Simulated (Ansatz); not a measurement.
Species: C3H10Si, SMILES `CCC[SiH3]` (C–C–C–Si torsion 180°) (charge 0, multiplicity 1).

**Question.** Give a relaxed geometry from PBE0-D3(BJ)/def2-TZVP (Ansatz, a program for electronic structure).

**Answer.** Several could match; the one computed here: the end point of this relaxation, one of several conformers (outside a Z-matrix the atoms follow the SMILES, hydrogens last).
Cartesian coordinates (Å) in one orientation:
```xyz
14

C      2.040    -0.176     0.380
C      0.660     0.451     0.279
C     -0.414    -0.541    -0.158
Si    -2.128     0.208    -0.291
H      2.045    -0.995     1.106
H      2.355    -0.588    -0.583
H      2.791     0.553     0.694
H      0.692     1.289    -0.427
H      0.385     0.886     1.246
H     -0.152    -0.977    -1.129
H     -0.459    -1.381     0.546
H     -2.134     1.319    -1.283
H     -2.557     0.762     1.023
H     -3.125    -0.811    -0.720
```
